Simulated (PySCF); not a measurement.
## Bond length, frequency and bond energy of Cu₂⁺ by level of theory

State: ²Σg⁺ (doublet), unpaired electrons σ ↑. Set-up: basis Cu def2-TZVPPD; no relativity; PySCF 2.14. De refers to Cu⁺ (3d10) + Cu (3d10 4s1) in their ground configurations, without counterpoise correction. The functionals are run spin-unrestricted.

```
      Level  Re (Å)  ωe (cm⁻¹)  De (eV)  CPU s a point (SCF and correlation, without the integrals)
        UHF   2.754        118      n/a                                                         4.5
    UHF-MP2   2.453        180      n/a                                                          11
UHF-SCS-MP2   2.495        167      n/a                                                         n/a
        PBE   2.401        202     2.16                                                         3.9
     PBEsol   2.357        216     2.27                                                         2.5
     revPBE   2.435        190     2.00                                                         3.6
       TPSS   2.384        206     2.09                                                         4.9
     r²SCAN   2.365        210     2.17                                                         4.3
       PBE0   2.456        173     1.85                                                           7
        M06   2.410        194     1.86                                                         7.8
       MN15   2.434        185     1.89                                                         7.8
    LC-ωPBE   2.436        184     1.85                                                         8.1
```

(1) What does a quarter of exact exchange do here, going from PBE to PBE0?

(2) What does second-order correlation do here, going from UHF to UHF-MP2?

Correlated steps freeze 10 core orbitals. With d or f electrons several states lie close, and the lowest PBE0 determinant need not be the measured ground state.

The whole job (state search and all levels along the bond) took about 9.1 min on 2 threads of Arm Neoverse V2 (shared host), peak memory 8.9 GiB.

## Answers

(1) PBE0 less PBE: +5.5 pm in Re, -14.4 % in ωe, -0.31 eV in De. Exact exchange removes part of the self-interaction that spreads semilocal densities, and in most molecules shortens and stiffens the bond and lowers De; here Re and ωe go the other way.

(2) UHF-MP2 less UHF: -30.1 pm in Re, +52.5 % in ωe. Correlation nearly always deepens the well. The bond shortens, as in weak, metallic or heavy-atom bonds, where dispersion and the correlation of outer-core electrons pull the atoms together.
